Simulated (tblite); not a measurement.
A tight-binding relaxation on `C=[C]1[SiH2][CH2][Ge@H]1[C](F)(F)F`.

Computed with GFN2-xTB geometry optimisation, gas phase (tblite 0.8.0). Start geometry: from a force field or distance geometry. A driver script takes a list of jobs; this job's settings line and coordinates (Å) are shown.

Command:
```bash
OMP_NUM_THREADS=1 python probes_run.py task.json out
```

Input:
```
{"job": {"kind": "relax", "xc": "GFN2-xTB", "basis": "xTB"}, "charge": 0, "multiplicity": 1}
C     -0.332200     2.316900     0.004200
C     -0.587600     1.019500     0.078100
Si    -1.993500    -0.137800    -0.245600
C     -0.662200    -1.262300    -0.921700
Ge     0.370900    -0.582000     0.620700
C      2.257600    -0.569200     0.395900
F      2.851700     0.363000     1.224300
F      2.611900    -0.391000    -0.933100
F      2.742000    -1.830800     0.735800
H     -1.091300     3.037100    -0.334500
H      0.648700     2.673600     0.295300
H     -2.522400    -0.740200     0.995000
H     -2.992400     0.331500    -1.189100
H     -0.870700    -2.336100    -0.875700
H     -0.251600    -0.846800    -1.854200
H     -0.186400    -1.036600     1.993100
```

Output:
```
step      E/eV     max force
  0    -812.97892    2.374
  1    -813.23590    1.205
  2    -813.36193    1.175
  3    -813.49331    1.218
  4    -813.60803    0.706
  5    -813.64648    0.670
  6    -813.68157    0.698
  7    -813.70691    0.389
  8    -813.72890    0.343
  9    -813.74922    0.390
... (99 lines left out)
109    -814.07328    0.020
110    -814.07334    0.015
111    -814.07337    0.014
112    -814.07340    0.014
113    -814.07342    0.014
114    -814.07344    0.013
115    -814.07347    0.012
116    -814.07350    0.014
117    -814.07353    0.011
118    -814.07355    0.009
```

«max force» is the largest atomic force in eV/Å.

Q: From which step on does the largest force stay under 0.1 eV/Å, and how much energy is left to gain from there?

A: From step 77 (0.099 eV/Å), 9.7 meV above the end.

In short: energy lowered by 25.2 kcal/mol over 118 steps; largest atomic force 0.009 eV/Å at the end.

Q: Give the final coordinates.

A: 1.036 Å rms from the input after alignment:
```
atom  x, y, z in Å
C1    -0.5810    2.2858    0.7053
C2    -0.6309    1.0149    0.3438
Si3   -1.7354    0.0443   -0.8759
C4    -0.8641   -1.5862   -0.3225
Ge5    0.4267   -0.5885    0.8268
C6     2.2354   -0.4907   -0.0677
F7     3.0373    0.4302    0.4989
F8     2.1381   -0.1637   -1.3708
F9     2.9038   -1.6584   -0.0165
H10   -1.2549    3.0215    0.2894
H11    0.1311    2.6567    1.4284
H12   -3.1583    0.0822   -0.5315
H13   -1.4885    0.3794   -2.2773
H14   -1.5143   -2.2618    0.2253
H15   -0.4075   -2.1564   -1.1266
H16    0.7549   -1.0003    2.2593
```

Hardware: one thread of an Intel Xeon at 2.50 GHz, no GPU, shared host. Cost: 3.5 s wall.
Labels such as C1 count atoms from 1, the log's own numbers from 0.
